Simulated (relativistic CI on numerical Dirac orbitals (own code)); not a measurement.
# Hyperfine structure of Gd LVI, mass number 157

Method of calculation: Dirac-Coulomb-Breit CI, separate exchange-only KLI orbitals for each configuration, model QED, unscaled Slater integrals (own radial code, finite nucleus).

Configuration list (outside the closed core 1s2): 2s2.2p5, 2s.2p6, 2p6.3s, 2p6.3p, 2p6.3d, 2s2.2p4.3s, 2s2.2p4.3p, 2s2.2p4.3d, 2s.2p5.3s, 2s.2p5.3p, 2s.2p5.3d, 2s2.2p4.4s, 2s2.2p4.4p, 2s2.2p4.4d, 2s2.2p4.4f, 2s.2p5.4s. Levels of other configurations are missing.

Nuclear spin I = 3/2, μ = -0.3398 μN, Q = 1.35 b (tables of Stone and Pyykkö). The electronic factors are computed for point nuclear moments, without core polarisation or the Bohr-Weisskopf and QED corrections.

```csv
Level,E (10³ cm⁻¹),A (GHz),B (GHz)
2s2.2p5 2P°_3/2,0.0,-115.9,-1320
2s2.2p5 2P°_1/2,5784.6,-870.6,
2s.2p6 2S_1/2,8902.5,-2746,
2s2.2p4.3s 4P_5/2,50289.0,-243.7,118
2s2.2p4.3s 2P_3/2,50363.4,13.51,45.7
2s2.2p4.3s 2S_1/2,50711.8,-757.9,
2s2.2p4.3p 2P°_1/2,51570.8,-244.4,
2s2.2p4.3p 2D°_5/2,52773.7,-84.43,-12.5
```

Levels with J = 0, under 50 % of one LS term, or S terms without an open s electron are left out. Small factors come from cancelling terms and can be off by tens of per cent or more.

At this charge energies of transitions that change n are usually good to better than 1 %, and those within a shell (Δn = 0) to a few per cent.

(1) Give the hyperfine levels of 2s2.2p5 2P°_1/2 relative to its centre of gravity.

Answers

(1) With K = F(F + 1) − I(I + 1) − J(J + 1), E = AK/2: F = 1: 1088, F = 2: -652.9 GHz.

LS names give the leading component of a level, which can be under half, so a name can repeat, a term be missing and a line seem to break the LS rules.
